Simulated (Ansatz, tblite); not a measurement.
Cost and result up the ladder for Si(iPr)H3 (C₃H₁₀Si) (14 atoms). Charge 0, multiplicity 1. Geometry: PBE0-D4/def2-SVP.

```xyz
14

Si   -0.1699    0.2705   -1.6555
C    -0.2532   -0.3483    0.1348
C    -0.8206    0.7228    1.0665
C     1.1105   -0.8515    0.6091
H    -0.9546   -1.2038    0.1187
H    -1.8240    1.0543    0.7561
H    -0.1710    1.6138    1.0951
H    -0.9006    0.3460    2.1003
H     1.0500   -1.2510    1.6357
H     1.5056   -1.6527   -0.0352
H     1.8548   -0.0376    0.6204
H    -1.5143    0.7402   -2.1178
H     0.2964   -0.8186   -2.5711
H     0.7911    1.4159   -1.7571
```

Ansatz on 4 threads of Intel Xeon on a shared host; xTB runs through tblite on one thread. Times are rough, summed over both states, and most runs start from the orbitals of an earlier one. PBE0-D4/def2-TZVP serves as the yardstick here, not as an exact answer. The other state is a triplet.

The xTB rows come from tblite.

xTB has no spin-polarisation term.

```tsv
level	functions	wall time
GFN2-xTB	31	0.014 s
GFN1-xTB	41	0.015 s
PBE-D4/def2-TZVP	190	3.7 s
r2SCAN-D4/def2-TZVP	190	6.5 s
PBE0-D4/def2-TZVP (with forces)	190	7 s
```

Q: Estimate what each level gives for the vertical triplet (eV).

A: 
```csv
level,vertical triplet (eV),difference from PBE0-D4/def2-TZVP (eV)
GFN2-xTB,6.23,-0.88
GFN1-xTB,6.64,-0.47
PBE-D4/def2-TZVP,6.71,-0.40
r2SCAN-D4/def2-TZVP,6.94,-0.17
PBE0-D4/def2-TZVP (with forces),7.11,0.00
```
